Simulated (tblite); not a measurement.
C8H8O (charge +1 and doublet state).
Numbering: `[CH3:1][C:2](=[O:3])[C+:4]1[CH:5][C@@H:6]2[CH:7]=[CH:8][C@H:9]12` (hydrogens: H10, H11, H12 on C1; H13 on C5; H14 on C6; H15 on C7; H16 on C8; H17 on C9)
Bond orders are those of one Lewis drawing.

Computed with GFN2-xTB (tblite), gas phase: L-BFGS steps from a force-field or distance-geometry start until the largest atomic force falls under 0.01 eV/Å.

Geometry at step 19:
```
atom  x, y, z in Å
C1      2.7140   -0.5860   -0.0406
C2      1.6528    0.0683    0.7794
O3      1.7551    0.6090    1.8316
C4      0.2984    0.0425    0.1287
C5     -0.2900    0.7671   -0.8202
C6     -1.6316    0.1878   -0.5232
C7     -2.4125    0.7846    0.6151
C8     -1.8048    0.0947    1.5910
C9     -0.9382   -0.6650    0.6470
H10     3.3588   -1.1358    0.6431
H11     2.3301   -1.2382   -0.8213
H12     3.3146    0.2042   -0.4933
H13     0.0379    1.5169   -1.5093
H14    -2.2054   -0.2744   -1.3146
H15    -3.2647    1.4360    0.5959
H16    -1.9802   -0.0520    2.6390
H17    -0.9414   -1.7477    0.6912
```

Question: Give the atomic forces at this geometry.

Answer: 
```csv
atom,Fx (eV/Å),Fy (eV/Å),Fz (eV/Å)
C1,-0.001,0.044,0.060
C2,-0.035,-0.004,0.026
O3,0.156,-0.097,0.057
C4,-0.314,-0.108,0.116
C5,0.022,0.080,-0.042
C6,-0.112,0.113,-0.174
C7,0.004,0.113,0.181
C8,0.038,-0.145,0.026
C9,0.078,-0.106,-0.039
H10,0.093,-0.065,0.012
H11,-0.035,0.072,0.068
H12,0.027,0.034,-0.043
H13,-0.023,0.031,-0.052
H14,0.045,-0.145,-0.125
H15,-0.088,0.031,-0.069
H16,0.121,0.170,0.038
H17,0.024,-0.018,-0.041
```

The largest, 0.35 eV/Å, acts on C4; the rms over all components is 0.094 eV/Å. The forces sum to zero within rounding, as they must for an isolated molecule in no field.

Question: Give the force on C4 in Eh/bohr and in nN.

Answer: 0.352 eV/Å ÷ 51.422 = 0.00684 Eh/bohr, and 0.352 eV/Å × 1.602 = 0.56 nN.

Question: How far is this geometry from the end of the optimisation?

Answer: 0.198 eV above it, and 0.748 Å rms away after alignment. The bonds farthest from their final lengths, with half the difference of the two atoms' forces along the bond (positive lengthens):

```tsv
bond	now (Å)	final (Å)	force along bond (eV/Å)
C2–C4	1.503	1.485	+0.11
C1–C2	1.492	1.507	-0.01
C4–C5	1.331	1.341	+0.03
C6–C7	1.504	1.513	+0.10
C6–C9	1.605	1.601	+0.15
C1–H12	1.091	1.087	+0.03
```

The angle farthest from its final value is C2–C1–H11, 114.0° against 108.8°.

Of the 3 listed bonds off by 0.010 Å or more, this force points towards the final length in 1.

What follows is the cost of the whole relaxation. Time: 0.77 s of wall time. Hardware: one thread, Arm Neoverse V1 (aarch64), no GPU, shared host with 32 logical CPUs at a one-minute load of 6.6.
